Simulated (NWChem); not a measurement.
System: C3H2FN; SMILES C(=C\F)/C#N

Here is an NWChem input.

```
start job
memory heap 200 mb stack 900 mb global 1100 mb
geometry units angstroms noautosym nocenter noautoz
  N     -0.227988    -2.531003     0.000000
  C      0.095656    -1.417104     0.000000
  C      0.511352    -0.057349     0.000000
  C     -0.377913     0.941797     0.000000
  F      0.002420     2.199828     0.000000
  H      1.582915     0.162663     0.000000
  H     -1.464463     0.810420     0.000000
end
basis spherical
  * library def2-svp
end
dft
  xc b3lyp
  iterations 150
end
cosmo
  dielec 25.0
end
task dft energy
```

Structure relaxed at the PBE0/def2-SVP level. B3LYP is NWChem's, with the RPA form of VWN correlation.

Level: B3LYP/def2-SVP with COSMO at NWChem's default radii, gas-phase geometry; the question gives the dielectric constant.

Task: Give the results of this calculation. (B3LYP/def2-SVP, COSMO on the gas-phase geometry.) Quantities: electrostatic solvation energy (kcal/mol); dipole in solution (D).

Result: The electrostatic solvation energy (kcal/mol) is -5.9 and the dipole in solution (D) comes out as 3.78.
